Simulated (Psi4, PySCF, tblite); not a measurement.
Approach curve of the dimer F4Ti ··· HF (SMILES [F][Ti]([F])([F])[F] and F). Monomers: optimised at B3LYP-D3(BJ) (def2-TZVP), held rigid. Orientation: lowest of the rigid-body minima from ten starts at GFN2-xTB. Only R, the distance of the centres of mass, is varied, so the lowest point isn't the relaxed dimer. The table gives interaction energies.

```
R / Å       A      B      C
-----  ------  -----  -----
2.11   -19.57  16.93   7.55
2.26   -24.43   8.05  -0.56
2.48   -26.54   1.34  -5.75
2.69   -25.30  -1.37  -7.00
2.89   -22.57  -2.28  -6.71
3.20   -17.22  -2.31  -5.39
3.51   -12.14  -1.83  -4.03
3.96    -6.65  -1.14  -2.54
4.69    -2.23  -0.50  -1.17
5.64    -0.62  -0.18  -0.47
7.01    -0.21  -0.06  -0.17
```

Energies in kcal/mol.

Match the curves with the methods GFN2-xTB in tblite; PBE/def2-TZVP, counterpoise-corrected (Psi4); restricted Hartree-Fock/LANL2DZ, with its core potentials past Ne, no counterpoise correction (PySCF 2.14.0).

A is GFN2-xTB; B is PBE/def2-TZVP; C is RHF/LANL2DZ.
